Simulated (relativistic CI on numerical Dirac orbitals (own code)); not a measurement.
**Gd36+: computed level list**

Calculated at this level of theory: Dirac-Coulomb-Breit CI, orbitals from a KLI potential per configuration, model QED (radiative potential, 1s self-energy scaled to tabulated hydrogen-like ionisation energies), unscaled Slater integrals (own radial code, finite nucleus).

Configuration list (outside the closed core [Ne]): 3s2 3p6 3d10, 3s2 3p6 3d9 4s, 3s2 3p6 3d9 4p, 3s2 3p6 3d9 4d, 3s2 3p5 3d10 4s, 3s2 3p6 3d9 4f, 3s2 3p5 3d10 4p, 3s2 3p6 3d8 4s2, 3s2 3p6 3d8 4s 4p, 3s2 3p5 3d10 4d, 3s 3p6 3d10 4s, 3s2 3p6 3d9 5s, 3s2 3p6 3d8 4p2, 3s2 3p6 3d9 5p, 3s2 3p6 3d8 4s 4d, 3s2 3p5 3d10 4f, 3s 3p6 3d10 4p, 3s2 3p6 3d9 5d, 3s2 3p6 3d8 4p 4d, 3s2 3p5 3d9 4s2, 3s2 3p6 3d9 5f, 3s2 3p6 3d9 5g, 3s2 3p5 3d9 4s 4p, 3s2 3p6 3d8 4d2, 3s 3p6 3d10 4d, 3s2 3p5 3d9 4p2, 3s2 3p6 3d9 6s, 3s2 3p5 3d9 4s 4d, 3s 3p6 3d9 4s2, 3s2 3p6 3d9 6p, 3s 3p6 3d10 4f, 3s2 3p5 3d10 5s, 3s2 3p6 3d9 6d, 3s2 3p5 3d9 4p 4d, 3s2 3p4 3d10 4s2, 3s2 3p5 3d10 5p. Levels of other configurations are missing.

| No. | Configuration | Term | J | E (Ry) | % | Landé g | jj configuration (%) |
| --- | --- | --- | --- | --- | --- | --- | --- |
| 41 | 3s2 3p6 3d9 4f | 3H° | 5 | 102.954 | 54 | 1.017 | 3d5/2^5 4f5/2 (99) |
| 42 | 3s2 3p6 3d9 4f | 3H° | 6 | 103.026 | 100 | 1.162 | 3d5/2^5 4f7/2 (100) |
| 43 | 3s2 3p6 3d9 4f | 1D° | 2 | 103.153 | 51 | 0.921 | 3d5/2^5 4f7/2 (53) |
| 44 | 3s2 3p6 3d9 4f | 3F° | 3 | 103.155 | 54 | 1.139 | 3d5/2^5 4f5/2 (81) |
| 45 | 3s2 3p6 3d9 4f | 3G° | 4 | 103.236 | 49 | 1.065 | 3d5/2^5 4f5/2 (93) |
| 46 | 3s2 3p6 3d9 4f | 3F° | 4 | 103.349 | 51 | 1.112 | 3d5/2^5 4f7/2 (93) |
| 47 | 3s2 3p6 3d9 4f | 3G° | 5 | 103.430 | 82 | 1.162 | 3d5/2^5 4f7/2 (99) |
| 48 | 3s2 3p6 3d9 4f | 1F° | 3 | 103.477 | 53 | 1.052 | 3d5/2^5 4f7/2 (81) |
| 49 | 3s2 3p6 3d9 4f | 3D° | 1 | 103.989 | 70 | 0.730 | 3d5/2^5 4f7/2 (66) |
| 50 | 3s2 3p6 3d9 4f | 3P° | 2 | 105.310 | 46 | 1.251 | 3d3/2^3 3d5/2^6 4f7/2 (73) |
| 51 | 3s2 3p6 3d9 4f | 3H° | 4 | 105.319 | 83 | 0.832 | 3d3/2^3 3d5/2^6 4f5/2 (97) |
| 52 | 3s2 3p6 3d9 4f | 3F° | 2 | 105.510 | 58 | 0.863 | 3d3/2^3 3d5/2^6 4f5/2 (74) |
| 53 | 3s2 3p6 3d9 4f | 3H° | 5 | 105.548 | 43 | 1.041 | 3d3/2^3 3d5/2^6 4f7/2 (100) |
| 54 | 3s2 3p6 3d9 4f | 3G° | 3 | 105.696 | 55 | 0.925 | 3d3/2^3 3d5/2^6 4f7/2 (58) |
| 55 | 3s2 3p6 3d9 4f | 1F° | 3 | 105.754 | 46 | 1.035 | 3d3/2^3 3d5/2^6 4f5/2 (57) |
| 56 | 3s2 3p6 3d9 4f | 3G° | 4 | 105.807 | 46 | 1.073 | 3d3/2^3 3d5/2^6 4f7/2 (98) |
| 57 | 3s2 3p5 3d10 4p | 3P | 1 | 106.619 | 47 | 1.551 | 3p3/2^3 4p1/2 (99) |
| 58 | 3s2 3p5 3d10 4p | 3D | 2 | 106.701 | 51 | 1.155 | 3p3/2^3 4p1/2 (100) |
| 59 | 3s2 3p6 3d9 4f | 1P° | 1 | 107.050 | 85 | 0.970 | 3d3/2^3 3d5/2^6 4f5/2 (76) |
| 60 | 3s2 3p5 3d10 4p | 3D | 3 | 110.108 | 100 | 1.328 | 3p3/2^3 4p3/2 (100) |
| 61 | 3s2 3p5 3d10 4p | 1P | 1 | 110.115 | 56 | 1.287 | 3p3/2^3 4p3/2 (99) |
| 62 | 3s2 3p5 3d10 4p | 3P | 2 | 110.417 | 67 | 1.331 | 3p3/2^3 4p3/2 (100) |
| 63 | 3s2 3p5 3d10 4p | 1S | 0 | 111.416 | 56 |  | 3p3/2^3 4p3/2 (98) |
| 64 | 3s2 3p5 3d10 4s | 3P° | 0 | 112.205 | 99 |  | 3p1/2 3p3/2^4 4s (99) |
| 65 | 3s2 3p5 3d10 4s | 3P° | 1 | 112.325 | 65 | 1.319 | 3p1/2 3p3/2^4 4s (99) |
| 66 | 3s2 3p5 3d10 4p | 3D | 1 | 117.657 | 72 | 0.660 | 3p1/2 3p3/2^4 4p1/2 (99) |
| 67 | 3s2 3p5 3d10 4d | 3P° | 0 | 118.435 | 99 |  | 3p3/2^3 4d3/2 (99) |
| 68 | 3s2 3p5 3d10 4p | 3P | 0 | 118.539 | 57 |  | 3p1/2 3p3/2^4 4p1/2 (98) |
| 69 | 3s2 3p5 3d10 4d | 3P° | 1 | 118.648 | 71 | 1.217 | 3p3/2^3 4d3/2 (94) |
| 70 | 3s2 3p5 3d10 4d | 3F° | 3 | 118.736 | 53 | 1.055 | 3p3/2^3 4d3/2 (100) |
| 71 | 3s2 3p5 3d10 4d | 3D° | 2 | 118.912 | 56 | 1.104 | 3p3/2^3 4d3/2 (98) |
| 72 | 3s2 3p5 3d10 4d | 3F° | 4 | 119.404 | 100 | 1.245 | 3p3/2^3 4d5/2 (100) |
| 73 | 3s2 3p5 3d10 4d | 1D° | 2 | 119.523 | 52 | 1.172 | 3p3/2^3 4d5/2 (98) |
| 74 | 3s2 3p5 3d10 4d | 1P° | 1 | 119.565 | 66 | 0.960 | 3p3/2^3 4d5/2 (94) |
| 75 | 3s2 3p5 3d10 4d | 3D° | 3 | 119.715 | 72 | 1.238 | 3p3/2^3 4d5/2 (100) |
| 76 | 3s2 3p5 3d10 4p | 3P | 1 | 121.150 | 51 | 1.484 | 3p1/2 3p3/2^4 4p3/2 (98) |
| 77 | 3s2 3p5 3d10 4p | 3D | 2 | 121.268 | 49 | 1.163 | 3p1/2 3p3/2^4 4p3/2 (99) |
| 78 | 3s2 3p6 3d9 5s | 3D | 3 | 122.976 | 100 | 1.327 | 3d5/2^5 5s (100) |
| 79 | 3s2 3p6 3d9 5s | 1D | 2 | 123.017 | 59 | 1.060 | 3d5/2^5 5s (100) |
| 80 | 3s2 3p6 3d9 5s | 3D | 1 | 125.365 | 100 | 0.490 | 3d3/2^3 3d5/2^6 5s (100) |
| 81 | 3s2 3p6 3d9 5s | 3D | 2 | 125.391 | 59 | 1.091 | 3d3/2^3 3d5/2^6 5s (100) |
| 82 | 3s2 3p6 3d9 5p | 3P° | 2 | 125.587 | 54 | 1.308 | 3d5/2^5 5p1/2 (99) |
| 83 | 3s2 3p6 3d9 5p | 3F° | 3 | 125.620 | 46 | 1.099 | 3d5/2^5 5p1/2 (100) |
| 84 | 3s 3p6 3d10 4s | 3S | 1 | 126.245 | 98 | 1.990 | 3s 4s (98) |
| 85 | 3s 3p6 3d10 4s | 1S | 0 | 126.742 | 98 |  | 3s 4s (98) |

Energies count from the lowest computed level; ° marks odd parity. Filled j subshells are mostly left out of the jj labels.

The mean weight of the leading LS term, summed over parents, in these 45 levels is 66 %, and that of the leading jj configuration (from the same eigenvectors) 92 %, so jj coupling describes them better and the LS labels are nominal.

At this charge energies of transitions that change n are usually good to better than 1 %, and those within a shell (Δn = 0) to a few per cent.

LS names give the leading component of a level, which can be under half, so a name can repeat, a term be missing and a line seem to break the LS rules.
